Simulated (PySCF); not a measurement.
An unknown is described by computed data only.

Formula: C4H10O3Si.

| Quantity | Value |
| --- | --- |
| 13C NMR | chemical shifts (computed TMS as zero) by class: 176.8 (1 C), 66.3 (1 C), 65.6 (1 C), 24.2 (1 C) ppm [GIAO PBE0/pcSseg-1] |
| Rotational structure | rotational constants A, B, C: 3.718, 0.770, 0.679 GHz [GFN2-xTB] |
| UV, first state | lowest singlet excitation: 5.87 eV (211 nm, f = 0.001) [TDDFT PBE0/def2-SVPD] |
| UV, strongest line | among the 6 lowest singlet transitions: S5 at 7.43 eV (167 nm, f = 0.028) [TDDFT PBE0/def2-SVPD] |
| NMR, other nuclei | isotropic shieldings of nuclei other than C and H, by class: -135 (1 O), 139 (1 O), 332 (1 O), 370 (1 Si) ppm [GIAO PBE0/pcSseg-1] |
| Polarisability | 86.0 au [PBE0/def2-SVPD] |
| Triplet | lowest triplet excitation (Tamm–Dancoff): 5.31 eV [TDA PBE0/def2-SVPD] |
| Dipole | 3.15 D [PBE0/def2-SVPD] |
| 1H NMR | chemical shifts (computed TMS as zero) by class: 4.99 (2 H), 3.51 (3 H), 3.21 (2 H), 2.15 (3 H) ppm [GIAO PBE0/pcSseg-1] |

Gas-phase values; electronic properties from PySCF, density fitting. Levels stand in brackets. NMR shifts are as computed; neighbouring signals can stand in another order in a measured spectrum. One conformer (not necessarily the lowest) at the GFN2-xTB geometry, without solvent, vibrations or thermal averaging. NMR classes are plain means over equivalent atoms (diastereotopic ones count apart unless rotation or inversion swaps them), as if these changed places fast.

Task: What is the compound? Reason from the data.

Result: Numbering: `[CH3:1][O:2][CH2:3][SiH2:4][O:5][C:6]([CH3:7])=[O:8]`. Its formula, C4H10O3Si, gives 1 degree of unsaturation: 0 rings and 1 π bond in the structure found. 4 carbons fall into 4 classes; from least to most shielded: carbonyl carbon [C6] (176.8 ppm), sp3 carbon bound to oxygen [C3] (66.3 ppm), methoxy carbon [C1] (65.6 ppm), methyl carbon next to a carbonyl [C7] (24.2 ppm). Hydrogen classes from least to most shielded: 2 H on an oxygen-bound silicon, Si4 (4.99 ppm), 3 H on a methoxy carbon, C1 (3.51 ppm, a mean of values up to 0.7 ppm apart in this geometry), 2 H on an sp3 carbon bound to oxygen, C3 (3.21 ppm), 3 H on a methyl carbon next to a carbonyl, C7 (2.15 ppm). The other shieldings belong to: -135 ppm, carbonyl oxygen [O8]; 139 ppm, oxygen singly bound to a carbonyl carbon [O5]; 332 ppm, ether oxygen [O2]; 370 ppm, oxygen-bound silicon [Si4]. The optimised geometry has point group C1 and is an asymmetric top. Structure: `COC[SiH2]OC(C)=O`. Computed isomers that give other values at the same levels: `CO/C=C(\OC)O[SiH3]` (13C chemical shifts (computed TMS as zero) by class: 154.9 (1 C), 118.5 (1 C), 62.2 (1 C), 58.7 (1 C) ppm); `COC(=O)[C@H](C)O[SiH3]` (13C chemical shifts (computed TMS as zero) by class: 186.3 (1 C), 70.6 (1 C), 54.6 (1 C), 23.9 (1 C) ppm); `CO[SiH](OC)C(C)=O` (13C chemical shifts (computed TMS as zero) by class: 249.3 (1 C), 52.6 (2 C), 40.0 (1 C) ppm). The assignments are read from this structure; whether some other isomer fits the data as well wasn't checked.

Conformer computed: `[CH3:1][O:2][CH2:3][SiH2:4][O:5][C:6]([CH3:7])=[O:8]`: C1–O2–C3–Si4 180°, O2–C3–Si4–O5 -76°, C3–Si4–O5–C6 176°, Si4–O5–C6–C7 -178°.
